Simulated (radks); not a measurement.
Spherical quantum dot in the effective-mass picture: electrons in a well V = -V0 / (1 + exp((r - R)/a)) with V0 = 5.69, R = 8.38, a = 0.32, all in effective atomic units (hartree* = m*/eps^2 hartree, bohr* = eps/m* bohr), one dielectric constant everywhere. Calculated with a radial shooting solver with Libxc functionals: non-relativistic Kohn-Sham, PBEsol, spin-polarised, spherical densities. Levels are named by radial order and angular momentum (1s, 1p, 1d, 2s, ...), and open shells are averaged over m. Results are scaled to m* = 0.33 and eps = 15.4, for which hartree* = 37.86 meV and bohr* = 2.469 nm.

N = 19, configuration 1s2 1p6 1d10 1f(up 1, down 0). This is the lowest configuration that the search found. Occupied levels:

| level | occupation | eigenvalue (meV) | <r> (nm) |
|---|---|---|---|
| 1s up | 1 | -107.68 | 14.80 |
| 1s down | 1 | -107.50 | 14.78 |
| 1p up | 3 | -106.50 | 15.02 |
| 1p down | 3 | -106.31 | 15.00 |
| 1d up | 5 | -104.28 | 15.29 |
| 1d down | 5 | -104.08 | 15.27 |
| 1f up | 1 | -101.13 | 15.55 |

Energy (meV): total -2987.34, kinetic 156.27, external -4031.5, Hartree 1034.6, exchange-correlation -146.70.

Electron density:

| r (nm) | n(r) (e/nm^3) |
|---|---|
| 1.39 | 5.508e-06 |
| 2.93 | 9.796e-06 |
| 4.47 | 0.00002093 |
| 6.02 | 0.00004708 |
| 7.56 | 0.0001034 |
| 9.10 | 0.0002129 |
| 10.6 | 0.0003990 |
| 12.2 | 0.0006646 |
| 13.7 | 0.0009449 |
| 15.3 | 0.001068 |
| 16.8 | 0.0008434 |
| 18.4 | 0.0003595 |
| 19.9 | 0.00005619 |
| 21.4 | 2.545e-06 |
| 23.0 | 5.732e-08 |
| 24.5 | 1.116e-09 |
